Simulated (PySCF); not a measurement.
**Relaxation of doublet SbO2**

These are results of UPBE0 in PySCF with Sb def2-TZVP with ECP28, O def2-TZVP; scalar-relativistic core potentials, no spin–orbit coupling; density-fitted integrals, not measurements. A (50,194) grid was used.

A hand-made bent start, of C2v symmetry, held to at least that symmetry:

Coordinates in bohr (charge 0 multiplicity 2):
```
Sb    0.0000    0.0000   -0.4309
O     2.9412    0.0000    1.6285
O    -2.9412    0.0000    1.6285
```

What forces act on the atoms at the start (eV/Å)?


| atom | Fx | Fy | Fz |
| --- | --- | --- | --- |
| Sb1 | 1.74 | 0.00 | 2.30 |
| O2 | -2.20 | 0.00 | -1.76 |
| O3 | 0.46 | 0.00 | -0.54 |

What does it relax to?

It ends at C2v with Sb–O 1.824 Å (×2); O–Sb–O 121.0° (after a last refinement on a finer grid). A frequency run shows a minimum. Other isomers or separated fragments may lie lower.

How much energy is released, and in how many steps?

21.1 kJ/mol in 4 steps.

With an element this heavy the missing spin–orbit coupling can shift these numbers.
